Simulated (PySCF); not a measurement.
Frontier orbitals and the lowest excitations

C5H11B.
Z-matrix (Å and degrees, PBE0-D3(BJ)/def2-SVP geometry), rows numbered from 1:
```
C 
B   1  1.5618
C   2  1.5661  1  123.10
C   3  1.4930  2  117.37  1   155.69
C   4  1.3369  3  125.51  2  -126.89
C   5  1.4931  4  125.23  3   178.12
H   1  1.1002  2  115.52  3     7.90
H   1  1.1083  2  105.78  3  -110.89
H   1  1.1020  2  112.63  3   135.23
H   2  1.2168  1  118.52  3  -177.97
H   3  1.1183  2   98.89  1   -86.84
H   3  1.1030  2  112.76  1    23.24
H   4  1.0986  3  116.05  2    51.14
H   5  1.0989  4  118.32  3    -1.61
H   6  1.1033  5  111.40  4   121.59
H   6  1.1034  5  111.43  4  -119.80
H   6  1.1004  5  111.58  4     0.86
```

Computed with TDDFT PBE0/def2-SVPD, vertical, gas phase, core orbitals frozen in the response in PySCF 2.14.0, density-fitted response routines.

Frontier orbitals with the atoms that hold most of them (Löwdin shares over 4%, at most four atoms; ? is withheld):

```tsv
orbital	ε (eV)	atoms
HOMO-3	-9.63	C5 20%, C4 17%, H14 11%, C6 11%
HOMO-2	-9.19	C3 21%, C1 18%, B2 16%, C4 13%
HOMO-1	-8.77	B2 31%, H10 24%, C1 15%, C3 12%
HOMO	-6.68	?
LUMO	-0.65	?
LUMO+1	0.62	B2 30%, C5 14%, C4 11%, C1 8%
LUMO+2	0.75	C4 23%, C5 20%, B2 18%, C1 6%
```

(1) Which atoms hold the HOMO, and with what shares?

(2) Which atoms hold the LUMO, and with what shares?

(3) How does S1 compare with the orbital gap of 6.03 eV?

(4) One configuration dominates each of S1 and S2. Which, and how do the shares of the two leading atoms of either orbital change from the occupied to the empty one?

Results:

(1) C5 (bonded to 2 C and H) 32%; C4 (bonded to 2 C and H) 30%; C3 (bonded to B, C and 2 H) 10%; C6 (bonded to C and 3 H) 8%.

(2) B2 (bonded to 2 C and H) 49%; C1 (bonded to B and 3 H) 13%; C3 (bonded to B, C and 2 H) 13%; H10 (bonded to B) 9%. By element: boron 49%, carbon 26% or more, hydrogen 9% or more.

(3) S1 is at 4.82 eV (f = 0.0005), 1.21 eV below the gap, made of HOMO→LUMO (98%). Without the coupling terms of the response equations the lowest excitation would equal the gap.

(4) 
- S1 (4.82 eV, f 0.0005), HOMO→LUMO (98%): C5 32% → at most 10%, C4 30% → at most 10%, B2 at most 8% → 49%, C1 at most 8% → 13%
- S2 (6.23 eV, f 0.0052), HOMO-1→LUMO (97%): B2 31% → 49%, H10 24% → 9%, C1 15% → 13%

One conformer stands for the species.
